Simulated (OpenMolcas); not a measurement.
**neutral zinc: RASPT2 settings compared**

```json
{
  "Program": "OpenMolcas 26.06",
  "Basis": "ANO-RCC-VDZ [5s4p2d]",
  "Scalar Hamiltonian": "DKH4, point nucleus",
  "Active space": "2 electrons in 9 orbitals (RAS2 4s 4p; RAS3 4d, at most 2 electrons)",
  "State averaging": "2S+1 = 3 even, 3 roots (0 in the spin-orbit step); 2S+1 = 1 even, 1 root kept (CI in the orbitals of an earlier block); 2S+1 = 3 odd, 3 roots; 2S+1 = 1 odd, 3 roots kept (CI in the orbitals of an earlier block)",
  "Spin-orbit coupling": "RASSI with atomic mean-field integrals over the reference wave functions, term energies averaged over their components"
}
```

Methods on the same reference wave functions:
A. RASSCF
B. SS-RASPT2, IPEA 0.6 Eh, imaginary shift 0.3 Eh (closed shells correlated: 3d)
C. XMS-RASPT2, IPEA 0.3 Eh, imaginary shift 0.25 Eh (closed shells correlated: 3d)
D. XMS-RASPT2, IPEA 0 Eh, imaginary shift 0.5 Eh (closed shells correlated: 3d)

Energies in eV above 4s² ¹S₀, the measured ground level; measured values from NIST Handbook of Basic Atomic Spectroscopic Data.

```tsv
Level	A	B	C	D	Measured
4s² ¹S₀	0.0000	0.0000	0.0000	0.0000	0.0000
4s 4p ³P°₀	3.3622	3.617	3.617	3.627	4.0061
4s 4p ³P°₁	3.3816	3.636	3.637	3.646	4.0297
4s 4p ³P°₂	3.4211	3.676	3.676	3.686	4.0779
4s 4p ¹P°₁	6.5069	6.525	6.490	6.513	5.7957
```

Deviations, from unrounded energies. A percentage is the sum of absolute deviations over the sum of measured energies, with the sign that they share, or ± where signs differ.

```
           Against measurement  Levels      A      B      C      D
mean absolute deviation (cm-1)       4   5400   3900   3800   3800
      other configurations (%)       4  ±14.9  ±10.7  ±10.5  ±10.5
```

B, C, D lie about equally close to measurement and A furthest from it. The largest miss of D in the table is 4s 4p ¹P°₁, by +5800 cm-1. The ranking rests on the paired levels alone, and a cruder setting can come out closer through cancelling errors.

Among B to D the level of the table that moves most is 4s 4p ¹P°₁, by 280 cm-1 (lowest in C, highest in B). Moves below CASPT2's spread within the term are not significant.

The lowest spin-free term lies below A's lowest term by 0.252 hartree in B, 0.253 hartree in C, 0.254 hartree in D.

Term energies are means over components that CASPT2 splits; among the terms shown or strongly mixed into the levels shown the widest spread is 12 cm-1 (4s 4p ³P°, C). Some high roots are left out of the spin-orbit mixing, which shifts the levels that they would mix with. Terms from blocks run as CI alone lack orbitals of their own. Active for correlation alone: 4d; no level in the range computed is led by a configuration that fills it, so any true level of that kind is missing. Without dynamic correlation excited terms often stand tens of per cent too high (terms of higher spin than the ground term too low), and those without a measured partner can miss by more than the paired ones (holds for A). Measured partners are found by configuration, term and J. A level has none where our copy of the source lacks it or the pairing is in doubt (some pairs that miss far off the trend of their configuration count as doubtful), and it then counts in no deviation. Levels of configurations outside the active space are missing.

° marks odd parity.
